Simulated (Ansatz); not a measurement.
Program: Ansatz. Geometries: PBE0-D4/def2-TZVP. ΔE: electronic, gas phase. CCSD(T)/CBS adds triple-zeta CCSD(T) − MP2 to the extrapolated MP2 energy (def2 sets, frozen cores). DFT in def2-TZVPP. One conformer a species, not always the lowest.

Consider the ligand exchange at the Al–O bond: `[AlH2][O][SiH2]S` + `C[SiH2]N` → `C[SiH2][NH][AlH2]` + `O[SiH2]S`.

Q: Is it downhill or uphill in electronic energy at CCSD(T)/CBS, and by how much? (Best estimate.)

A: The calculation gave: Uphill: ΔE = +12.6 kcal/mol.

Q: What do these levels give: r2SCAN-D4, ωB97X-V, r2SCAN, HF/def2-QZVPP, SCS-MP2/def2-QZVPP, MP2/CBS(def2)? (Best estimate.)

A: Ansatz gave: r2SCAN-D4 12.3, ωB97X-V 12.8, r2SCAN 12.3, HF/def2-QZVPP 16.0, SCS-MP2/def2-QZVPP 13.3, MP2/CBS(def2) 12.8 kcal/mol.

Largest T1 diagnostic among the species: 0.012.

In def2-TZVPP, CCSD(T) changes the Hartree–Fock value by −3.4 kcal/mol (the triples alone add −0.6 kcal/mol) and MP2 by −3.3 kcal/mol. From PBE to PBE0 (25 % exact exchange), in def2-TZVPP and without D4, ΔE moves by +0.9 kcal/mol.
